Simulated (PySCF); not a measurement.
BaCl2, charge +1, sextet, geometry from GFN2-xTB of the parent state (such geometries of metal compounds can be far from the true shape) (a state made from the parent by changing its charge; the spin is typed, not shown lowest) (core potentials on Ba); SVWN5/def2-SVP (PySCF).

PySCF was given this input:
```python
from pyscf import gto, scf, dft

mol = gto.M(
    atom='''
Ba    0.44228430    0.52411127    0.57675849
Cl    0.23375230   -0.64466575   -1.88645350
Cl   -1.69068882   -1.08181843   -0.01345681
''',
    basis='def2-svp',
    ecp={'Ba': 'def2-svp'},
    charge=1,
    spin=5,
    verbose=4,
)

mf = dft.UKS(mol)
mf.xc = 'lda,vwn'
mf.kernel()
mf.analyze()
```

What does PySCF print? Leave out banner, timings and long lists.


```
PySCF version 2.14.0

[INPUT] verbose = 4
[INPUT] num. atoms = 3
[INPUT] num. electrons = 43
[INPUT] charge = 1
[INPUT] spin (= nelec alpha-beta = 2S) = 5
[INPUT] symmetry False subgroup None
[INPUT] Mole.unit = angstrom
[INPUT] Symbol           X                Y                Z      unit          X                Y                Z       unit  Magmom
[...]
nuclear repulsion = 122.007599900894
number of shells = 25
number of NR pGTOs = 121
number of NR cGTOs = 59
basis = def2-svp
ecp = {'Ba': 'def2-svp'}

******** <class 'pyscf.dft.uks.UKS'> ********
method = UKS
initial guess = minao
damping factor = 0
level_shift factor = 0
DIIS = <class 'pyscf.scf.diis.CDIIS'>
diis_start_cycle = 1
diis_space = 8
diis_damp = 0
SCF conv_tol = 1e-09
SCF conv_tol_grad = None
SCF max_cycles = 50
direct_scf = True
direct_scf_tol = 1e-13
number electrons alpha = 24  beta = 19
XC library pyscf.dft.libxc version 7.1.2
    S. Lehtola, C. Steigemann, M. J. T. Oliveira, and M. A. L. Marques,  SoftwareX 7, 1–5 (2018)
XC functionals = lda,vwn
    P. A. M. Dirac,  Math. Proc. Cambridge Philos. Soc. 26, 376 (1930)
    F. Bloch,  Z. Phys. 57, 545 (1929)
    S. H. Vosko, L. Wilk, and M. Nusair,  Can. J. Phys. 58, 1200 (1980)
radial grids:
    Treutler-Ahlrichs [JCP 102, 346 (1995); DOI:10.1063/1.469408] (M4) radial grids

becke partition: Becke, JCP 88, 2547 (1988); DOI:10.1063/1.454033
pruning grids: <function nwchem_prune>
grids dens level: 3
symmetrized grids: False
atomic radii adjust function: <function treutler_atomic_radii_adjust>
small_rho_cutoff = 0
Set gradient conv threshold to 3.16228e-05
tot grids = 61688
init E= -932.658146228135

cycle= 1 E= -941.615396528494  delta_E= -8.96  |g|= 0.485  |ddm|= 2.57

cycle= 2 E= -938.999679864274  delta_E= 2.62  |g|= 1.48  |ddm|= 3.81

cycle= 3 E= -941.842471097654  delta_E= -2.84  |g|= 0.0741  |ddm|= 3.26

cycle= 4 E= -941.802657139318  delta_E= 0.0398  |g|= 0.236  |ddm|= 1.49

cycle= 5 E= -941.555941659801  delta_E= 0.247  |g|= 0.538  |ddm|= 1.19

cycle= 6 E= -941.815857518224  delta_E= -0.26  |g|= 0.211  |ddm|= 1.13

cycle= 7 E= -941.84079993221  delta_E= -0.0249  |g|= 0.115  |ddm|= 0.192

cycle= 8 E= -941.832332816679  delta_E= 0.00847  |g|= 0.146  |ddm|= 1.35

cycle= 9 E= -941.84766995892  delta_E= -0.0153  |g|= 0.062  |ddm|= 1.35

cycle= 10 E= -941.848118260239  delta_E= -0.000448  |g|= 0.0281  |ddm|= 1.34

cycle= 11 E= -941.849244492875  delta_E= -0.00113  |g|= 0.0381  |ddm|=  1.3

cycle= 12 E= -941.849651308383  delta_E= -0.000407  |g|= 0.0351  |ddm|= 0.314

cycle= 13 E= -941.85014721824  delta_E= -0.000496  |g|= 0.0253  |ddm|= 0.134

cycle= 14 E= -941.847889617457  delta_E= 0.00226  |g|= 0.0289  |ddm|= 1.31

cycle= 15 E= -941.847864166283  delta_E= 2.55e-05  |g|= 0.0276  |ddm|= 0.812

cycle= 16 E= -941.848392235919  delta_E= -0.000528  |g|= 0.031  |ddm|= 1.25

cycle= 17 E= -941.848602225607  delta_E= -0.00021  |g|= 0.0278  |ddm|= 0.0353

cycle= 18 E= -941.850159971241  delta_E= -0.00156  |g|= 0.0219  |ddm|= 0.656

cycle= 19 E= -941.850565914106  delta_E= -0.000406  |g|= 0.00979  |ddm|= 0.299

cycle= 20 E= -941.850120468927  delta_E= 0.000445  |g|= 0.0176  |ddm|= 0.461

cycle= 21 E= -941.850374144126  delta_E= -0.000254  |g|= 0.0128  |ddm|= 0.11

cycle= 22 E= -941.850029264657  delta_E= 0.000345  |g|= 0.0189  |ddm|= 0.152

cycle= 23 E= -941.850488736989  delta_E= -0.000459  |g|= 0.0122  |ddm|= 0.74

cycle= 24 E= -941.847944091239  delta_E= 0.00254  |g|= 0.0319  |ddm|= 0.89

cycle= 25 E= -941.849645698077  delta_E= -0.0017  |g|= 0.0231  |ddm|= 0.504

cycle= 26 E= -941.847760663317  delta_E= 0.00189  |g|= 0.0313  |ddm|= 0.627

cycle= 27 E= -941.847207510046  delta_E= 0.000553  |g|= 0.036  |ddm|= 0.319

cycle= 28 E= -941.847769323359  delta_E= -0.000562  |g|= 0.032  |ddm|= 0.371

cycle= 29 E= -941.848131641413  delta_E= -0.000362  |g|= 0.0294  |ddm|= 0.104

cycle= 30 E= -941.843998996465  delta_E= 0.00413  |g|= 0.0769  |ddm|= 0.213

[...]

cycle= 38 E= -941.847221007916  delta_E= 0.00334  |g|= 0.0356  |ddm|= 1.34

cycle= 39 E= -941.847244161274  delta_E= -2.32e-05  |g|= 0.0355  |ddm|= 0.00817

cycle= 40 E= -941.847224519312  delta_E= 1.96e-05  |g|= 0.0354  |ddm|= 0.0551

cycle= 41 E= -941.847451600384  delta_E= -0.000227  |g|= 0.0335  |ddm|= 0.0186

cycle= 42 E= -941.847535962043  delta_E= -8.44e-05  |g|= 0.0332  |ddm|= 0.213

cycle= 43 E= -941.850203333382  delta_E= -0.00267  |g|= 0.0175  |ddm|= 1.29

cycle= 44 E= -941.849932680809  delta_E= 0.000271  |g|= 0.0194  |ddm|= 0.166

cycle= 45 E= -941.849764804269  delta_E= 0.000168  |g|= 0.0211  |ddm|= 0.064

cycle= 46 E= -941.849859221889  delta_E= -9.44e-05  |g|= 0.027  |ddm|= 0.351

cycle= 47 E= -941.849351819361  delta_E= 0.000507  |g|= 0.0349  |ddm|= 0.0791

cycle= 48 E= -941.849707598204  delta_E= -0.000356  |g|= 0.0271  |ddm|= 0.113

cycle= 49 E= -941.84775675844  delta_E= 0.00195  |g|= 0.0292  |ddm|= 1.02

cycle= 50 E= -941.847153244608  delta_E= 0.000604  |g|= 0.0377  |ddm|= 0.985
SCF not converged.
SCF energy = -941.847153244608 after 50 cycles  <S^2> = 8.7512472  2S+1 = 6.0004157
**** SCF Summaries ****
Total Energy =                        -941.847153244607625
Nuclear Repulsion Energy =             122.007599900894320
One-electron Energy =                -1542.031248968377895
Two-electron Energy =                  478.176495822876007
Two-electron Coulomb Energy =          534.880679616770863
DFT Exchange-Correlation Energy =      -56.704183793894877
**** MO energy ****
                             alpha | beta                alpha | beta
[...]
spin_pop of  0 Ba 5s        0.00087
spin_pop of  0 Ba 6s        0.73649
spin_pop of  0 Ba 7s        0.01042
spin_pop of  0 Ba 8s        0.00060
spin_pop of  0 Ba 5px       0.01851
spin_pop of  0 Ba 5py       0.00360
spin_pop of  0 Ba 5pz       0.01795
spin_pop of  0 Ba 6px       0.02320
spin_pop of  0 Ba 6py       0.00797
spin_pop of  0 Ba 6pz       0.02340
spin_pop of  0 Ba 7px       0.03518
spin_pop of  0 Ba 7py       0.01646
spin_pop of  0 Ba 7pz       0.03705
spin_pop of  0 Ba 5dxy      0.00221
spin_pop of  0 Ba 5dyz      0.04787
spin_pop of  0 Ba 5dz^2     0.00949
spin_pop of  0 Ba 5dxz      0.03794
spin_pop of  0 Ba 5dx2-y2    0.05008
spin_pop of  0 Ba 6dxy      0.04891
spin_pop of  0 Ba 6dyz      0.59613
spin_pop of  0 Ba 6dz^2     0.16076
spin_pop of  0 Ba 6dxz      0.06486
spin_pop of  0 Ba 6dx2-y2    0.07164
spin_pop of  1 Cl 1s        0.00000
spin_pop of  1 Cl 2s       -0.00001
spin_pop of  1 Cl 3s        0.00926
spin_pop of  1 Cl 4s        0.00552
spin_pop of  1 Cl 2px       0.00003
spin_pop of  1 Cl 2py       0.00003
spin_pop of  1 Cl 2pz       0.00004
spin_pop of  1 Cl 3px       0.49598
spin_pop of  1 Cl 3py       0.48640
spin_pop of  1 Cl 3pz       0.46092
spin_pop of  1 Cl 4px       0.01059
spin_pop of  1 Cl 4py       0.00884
spin_pop of  1 Cl 4pz       0.00230
spin_pop of  1 Cl 3dxy      0.00251
spin_pop of  1 Cl 3dyz      0.00318
spin_pop of  1 Cl 3dz^2     0.00241
spin_pop of  1 Cl 3dxz      0.00461
spin_pop of  1 Cl 3dx2-y2    0.00120
spin_pop of  2 Cl 1s        0.00000
spin_pop of  2 Cl 2s       -0.00001
spin_pop of  2 Cl 3s        0.00928
spin_pop of  2 Cl 4s        0.00604
spin_pop of  2 Cl 2px       0.00004
spin_pop of  2 Cl 2py       0.00003
spin_pop of  2 Cl 2pz       0.00003
spin_pop of  2 Cl 3px       0.47054
spin_pop of  2 Cl 3py       0.47531
spin_pop of  2 Cl 3pz       0.48745
spin_pop of  2 Cl 4px       0.00335
spin_pop of  2 Cl 4py       0.01125
spin_pop of  2 Cl 4pz       0.00737
spin_pop of  2 Cl 3dxy      0.00293
spin_pop of  2 Cl 3dyz      0.00139
spin_pop of  2 Cl 3dz^2     0.00171
spin_pop of  2 Cl 3dxz      0.00206
spin_pop of  2 Cl 3dx2-y2    0.00584
In total            24.00000 | 19.00000

WARN: System has nonzero charge 1; the dipole moment is origin-dependent.
Location of origin: [0. 0. 0.]

Dipole moment(X, Y, Z, Debye): -1.34430, -2.79518, -2.13739
```

The run did not converge; its last values are not results.
